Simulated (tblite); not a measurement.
Run record: tight-binding relaxation, `B[Si](C)(C)N(C)C(C)C`.

Computed with GFN2-xTB geometry optimisation, gas phase (tblite 0.8.0). Start geometry: from a force field or distance geometry. The input is one job of a driver script: a line of settings, then coordinates in Å.

Command:
```bash
OMP_NUM_THREADS=1 python probes_run.py task.json out
```

Input:
```
{"job": {"kind": "relax", "xc": "GFN2-xTB", "basis": "xTB"}, "charge": 0, "multiplicity": 1}
B     -1.550100     1.901200    -0.109900
Si    -1.166400     0.048700    -0.265200
C     -1.896400    -0.730100     1.305900
C     -2.119300    -0.757800    -1.667700
N      0.464900    -0.437200    -0.326600
C      0.787400    -1.817700    -0.199200
C      1.581400     0.369700    -0.220800
C      1.471000     1.851500    -0.324500
C      2.286600     0.064100     1.102400
H     -2.187500     2.402300    -1.000500
H     -1.626600     2.388100     0.965700
H     -1.086000    -1.126200     1.940700
H     -2.598700    -1.561500     1.056100
H     -2.496400     0.018100     1.856400
H     -2.888000    -0.061000    -2.066200
H     -1.425500    -1.131100    -2.429300
H     -2.688600    -1.623000    -1.272300
H      0.796100    -2.128100     0.865700
H      1.858900    -1.921300    -0.540700
H      0.209700    -2.476300    -0.857000
H      2.336600     0.076200    -0.985200
H      0.810800     2.208500    -1.123200
H      1.271100     2.298500     0.694500
H      2.483900     2.215000    -0.583200
H      2.965200     0.910100     1.360200
H      1.538900    -0.079700     1.911600
H      2.846900    -0.874400     0.924500
```

Output:
```
step      E/eV     max force
  0    -757.99829    2.305
  1    -758.29923    1.092
  2    -758.42122    0.728
  3    -758.49925    0.685
  4    -758.63404    0.525
  5    -758.67911    0.319
  6    -758.70614    0.302
  7    -758.73003    0.346
  8    -758.75382    0.401
  9    -758.77151    0.264
... (136 lines left out)
146    -759.15612    0.012
147    -759.15615    0.013
148    -759.15618    0.013
149    -759.15623    0.013
150    -759.15628    0.012
151    -759.15633    0.014
152    -759.15638    0.016
153    -759.15642    0.014
154    -759.15645    0.010
155    -759.15648    0.009
```

«max force» is the largest atomic force in eV/Å.

Task: From which step on does the largest force stay under 0.1 eV/Å, and how much energy is left to gain from there?

Result: From step 94 (0.091 eV/Å), 14.6 meV above the end.

In short: energy lowered by 26.7 kcal/mol over 155 steps; largest atomic force 0.009 eV/Å at the end.

Task: Give the final coordinates.

Result: 0.672 Å rms from the input after alignment:
```
atom  x, y, z in Å
B1    -1.0811    1.9689    0.0826
Si2   -1.1239    0.0128   -0.0896
C3    -1.7761   -0.9188    1.4677
C4    -2.2103   -0.6489   -1.5265
N5     0.5050   -0.5156   -0.4660
C6     0.8054   -1.9205   -0.5916
C7     1.6477    0.3018   -0.1220
C8     1.4728    1.7064   -0.6829
C9     1.9149    0.3514    1.3873
H10   -1.4477    2.6593   -0.7926
H11   -0.9951    2.4862    1.1344
H12   -1.2118   -0.6653    2.3613
H13   -1.7095   -1.9955    1.3367
H14   -2.8175   -0.6812    1.6643
H15   -3.2072   -0.2229   -1.4682
H16   -1.8000   -0.3845   -2.4961
H17   -2.3237   -1.7281   -1.5002
H18    1.1084   -2.3759    0.3591
H19    1.6135   -2.0718   -1.3138
H20   -0.0778   -2.4390   -0.9506
H21    2.5276   -0.1460   -0.6084
H22    1.3525    1.6713   -1.7624
H23    0.5623    2.1593   -0.2587
H24    2.3174    2.3426   -0.4265
H25    2.8426    0.8788    1.5974
H26    1.0962    0.8581    1.8910
H27    1.9956   -0.6567    1.7863
```

Time: 3.0 s. Hardware: one thread, Arm Neoverse N1 (aarch64), on a shared host.
Labels such as C1 count atoms from 1, the log's own numbers from 0.
